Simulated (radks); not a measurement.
Ca3+, 17 electrons, occupied as [Ne] 3s2 3p5 (the NIST ground configuration).

Calculated with a radial shooting solver on a logarithmic mesh with Libxc functionals: scalar-relativistic Kohn-Sham, PBEsol, spin-polarised, spherical densities, finite nucleus; open shells are filled with parallel spins first; Fermi nuclear charge, rms radius 3.4776 fm.

Energy parts (hartree):
part                       energy
total                  -676.93776
kinetic                 681.51464
electron-nucleus      -1587.69148
Hartree                 263.42309
exchange-correlation    -34.18401

Orbitals (lengths in bohr, moments of r in powers of bohr):
orbital  occ.  eigenvalue (hartree)      <r^4>  <1/r>      <r>
1s up       1             -146.2914  0.0001631  19.72  0.07691
1s down     1             -146.2796  0.0001631  19.72  0.07691
2s up       1             -16.51824    0.04392  4.045   0.3645
2s down     1             -16.50779    0.04381  4.045   0.3644
2p up       3             -13.61096    0.03677  3.951   0.3277
2p down     3             -13.59639    0.03667  3.950   0.3276
3s up       1              -2.93448      3.307  1.246    1.123
3s down     1              -2.88245      3.360  1.243    1.126
3p up       3              -2.21292      4.748  1.133    1.203
3p down     2              -2.16324      4.879  1.128    1.209

The highest occupied level is 3p down at -58.865 eV. The electron density at the nucleus is 6176 e/bohr^3 (large components only).
